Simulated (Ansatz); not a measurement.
Zn8H22S8: single points at one geometry.

```yaml
crystal:
  periodic: [false, false, false]
  atoms:
    - {symbol: Zn, position_ang: [2.431816, -3.789865, -1.461172]}
    - {symbol: S, position_ang: [0.128940, -4.207902, 1.031828]}
    - {symbol: S, position_ang: [-0.092638, -2.338286, -1.743003]}
    - {symbol: Zn, position_ang: [-2.190060, -1.265757, -1.167141]}
    - {symbol: Zn, position_ang: [0.379795, -2.004725, 2.272648]}
    - {symbol: S, position_ang: [-1.524135, -0.880845, 1.250134]}
    - {symbol: S, position_ang: [-2.072368, 1.088626, -1.741585]}
    - {symbol: Zn, position_ang: [-2.063034, 4.016188, -1.451740]}
    - {symbol: Zn, position_ang: [-1.543074, 1.330694, 2.273064]}
    - {symbol: S, position_ang: [-3.576196, 2.216254, 1.034256]}
    - {symbol: Zn, position_ang: [1.934185, -1.107596, -1.639918]}
    - {symbol: S, position_ang: [1.958456, -0.783245, 0.846601]}
    - {symbol: S, position_ang: [1.550767, 0.900077, -2.792382]}
    - {symbol: Zn, position_ang: [0.004826, 2.234021, -1.635477]}
    - {symbol: Zn, position_ang: [2.344640, 1.354130, 1.819806]}
    - {symbol: S, position_ang: [0.301596, 2.090258, 0.847181]}
    - {symbol: H, position_ang: [2.435834, -4.603771, -2.797606]}
    - {symbol: H, position_ang: [2.456825, -3.717740, 0.141001]}
    - {symbol: H, position_ang: [-0.981977, -4.530965, 1.786050]}
    - {symbol: H, position_ang: [0.944621, -4.877511, 1.894332]}
    - {symbol: H, position_ang: [-0.219480, -2.386402, -3.097607]}
    - {symbol: H, position_ang: [-3.541301, -2.047970, -1.317979]}
    - {symbol: H, position_ang: [0.633758, -2.174783, 3.803684]}
    - {symbol: H, position_ang: [-2.537728, -1.463955, 1.947472]}
    - {symbol: H, position_ang: [-2.174123, 1.000112, -3.096377]}
    - {symbol: H, position_ang: [-2.775612, 4.434632, -2.780443]}
    - {symbol: H, position_ang: [-1.982927, 3.985274, 0.150465]}
    - {symbol: H, position_ang: [-1.565453, 1.624472, 3.806355]}
    - {symbol: H, position_ang: [-4.410341, 1.411566, 1.785441]}
    - {symbol: H, position_ang: [-3.747407, 3.254236, 1.901484]}
    - {symbol: H, position_ang: [3.220004, -2.047477, -1.892424]}
    - {symbol: H, position_ang: [3.069103, -1.530226, 1.097346]}
    - {symbol: H, position_ang: [2.721662, 1.577365, -2.622262]}
    - {symbol: H, position_ang: [3.278665, 1.859651, -0.472764]}
    - {symbol: H, position_ang: [-0.167179, 3.816815, -1.894048]}
    - {symbol: H, position_ang: [3.374289, 1.948886, 2.806113]}
    - {symbol: H, position_ang: [3.789337, 2.191166, 0.005248]}
    - {symbol: H, position_ang: [0.205903, 3.424649, 1.103431]}
basis:
  gaussian: {orbitals: def2-SVP, fitting: {mean_field: def2-universal-jkfit}, initial_orbitals: start.molden}
hamiltonian: {xc: {name: r2SCANh}, dispersion: d4}
scf: {omitted_lower_state_checks: [starts]}
output: {orbitals: {seedname: orbitals}}
```

The file start.molden holds the orbitals of an earlier run on this structure, at another level or in another basis.

```sh
$ ansatz run in.yaml --threads 2 --pin off --events-out ev --progress --plain --max-ram 32768MiB --backend cuda --devices 0, --max-vram 18GiB
```

It prints (some lines left out):

```
Functional definition: r2SCANh
3532 factors; integrals over basis functions are off by at most 3.3e-1 eV
mean field evaluation 1: about -474312.5432 eV, gradient 7.3e0 eV
mean field evaluation 2: about -474312.6123 eV, gradient 8.5e-2 eV
mean field evaluation 4: about -474312.5690 eV, gradient 8.1e-5 eV
mean field -474312.56901126 eV, -17430.6654105575 hartree, gradient 1.3e-5 eV, S^2 0.000000; 0 other end points of the search recorded, 0 dependent functions left out
reference -474312.56904609 eV, -17430.6654118375 hartree; 195, 195 occupied and 307, 307 virtual orbitals, 3532 factors
Total energy: -474313.36794494 eV, -17430.6947708287 hartree
Checks for a lower state left out: starts
```

It took 14 s on 2 threads of AMD EPYC 7R13 on a shared host and a share (18 GiB) of an NVIDIA H100 80GB HBM3, peak host memory 1.1 GiB.

The first input with `gaussian: {orbitals: def2-TZVP, fitting: {mean_field: def2-universal-jkfit}, initial_orbitals: start.molden}`, `hamiltonian: {xc: pbe, dispersion: d4}` (abridged; 14 s):

```
Functional definition: PBE
mean field -474312.37935800 eV, -17430.6584409285 hartree, gradient 2.5e-5 eV, S^2 0.000000
Total energy: -474314.81959577 eV, -17430.7481180127 hartree
Checks for a lower state left out: starts
```

The first input with `gaussian: {orbitals: def2-SVP, initial_orbitals: start.molden}`, `correlation: {method: mp2, frozen_orbitals: {H: 0, S: 5, Zn: 9}}` and without the key `hamiltonian` (abridged; 13 s):

```
Functional definition: HF
mean field -473822.63875287 eV, -17412.6608056480 hartree, gradient 2.3e-6 eV, S^2 0.000000
112 core orbitals not correlated: weight in the atoms' cores, before any rotation towards them, 1.000 or more for the frozen orbitals, at most 0.000 for the correlated occupied ones
second order -100.42291792 eV of doubles, -0.00000000 eV of singles
Total energy: -473923.06167079 eV, -17416.3512798127 hartree
Checks for a lower state left out: starts
```

First input, but with `hamiltonian: {xc: pbe0, dispersion: d4}` (abridged; 7.5 s):

```
Functional definition: PBE0
mean field -474238.80627548 eV, -17427.9546800155 hartree, gradient 4.3e-5 eV, S^2 0.000000
Total energy: -474241.01571344 eV, -17428.0358753631 hartree
Checks for a lower state left out: starts
```

First input, but with `hamiltonian: {xc: r2scan, dispersion: d4}`, `output: {forces: true, orbitals: {seedname: orbitals}}` (abridged; 16 s):

```
Functional definition: r2SCAN
mean field -474315.81747888 eV, -17430.7847895404 hartree, gradient 9.8e-6 eV, S^2 0.000000
Total energy: -474316.54409430 eV, -17430.8114921649 hartree
Atom 0 force     0.003620     0.008230    -0.008649 eV/Å
Atom 1 force    -0.102394    -0.211422     0.438728 eV/Å
Atom 2 force    -0.001583     0.056885    -0.288632 eV/Å
Atom 3 force    -0.064592    -0.030088    -0.017296 eV/Å
Atom 4 force     0.007964    -0.016213     0.036375 eV/Å
Atom 5 force    -0.191039    -0.111479     0.210564 eV/Å
Atom 6 force     0.050266    -0.030321    -0.287415 eV/Å
Atom 7 force     0.005820    -0.015957    -0.006841 eV/Å
Atom 8 force    -0.012003     0.005749     0.037073 eV/Å
Atom 9 force    -0.231674     0.020496     0.444707 eV/Å
Atom 10 force     0.031463    -0.066832    -0.043962 eV/Å
Atom 11 force     0.250717    -0.075598     0.112481 eV/Å
Atom 12 force     0.232697     0.135304     0.131781 eV/Å
Atom 13 force    -0.054806     0.054435    -0.052159 eV/Å
Atom 14 force     0.024248     0.009158     0.006020 eV/Å
Atom 15 force     0.059443     0.263432     0.122663 eV/Å
Atom 16 force     0.001349     0.060137     0.130573 eV/Å
Atom 17 force     0.037796    -0.018300    -0.156172 eV/Å
Atom 18 force     0.231074     0.069137    -0.160189 eV/Å
Atom 19 force    -0.155910     0.139102    -0.185459 eV/Å
Atom 20 force     0.027359    -0.000851     0.237244 eV/Å
Atom 21 force     0.129965     0.076214     0.009661 eV/Å
Atom 22 force    -0.034368     0.020993    -0.146017 eV/Å
Atom 23 force     0.173027     0.098732    -0.122207 eV/Å
Atom 24 force     0.013893     0.027155     0.238968 eV/Å
Atom 25 force     0.057165    -0.028715     0.131240 eV/Å
Atom 26 force     0.001270     0.049688    -0.159710 eV/Å
Atom 27 force     0.002950    -0.033898    -0.148119 eV/Å
Atom 28 force     0.174617     0.171542    -0.159748 eV/Å
Atom 29 force     0.039749    -0.212290    -0.191370 eV/Å
Atom 30 force    -0.136815     0.041889     0.033143 eV/Å
Atom 31 force    -0.192233     0.125652    -0.041356 eV/Å
Atom 32 force    -0.247144    -0.144864    -0.070671 eV/Å
Atom 33 force     0.216903     0.149980     0.255652 eV/Å
Atom 34 force    -0.032581    -0.136547     0.035658 eV/Å
Atom 35 force    -0.103561    -0.059304    -0.111124 eV/Å
Atom 36 force    -0.229162    -0.154731    -0.208152 eV/Å
Atom 37 force     0.016513    -0.236500    -0.047284 eV/Å
Dipole moment:    -0.028056    -0.008209     0.989579 e Å
Checks for a lower state left out: starts
```

Geometry: PBE-D4/def2-SVP.

Correlated methods freeze 112 core orbitals. Single mean-field runs in def2-SVP, def2-TZVP are fitted with def2-universal-jkfit. In the singlet geometry the species has come apart into loosely held pieces. In the singlet, H34 and H37 lie 0.77 Å apart (atoms count from 1), so H2 has formed as a molecule.
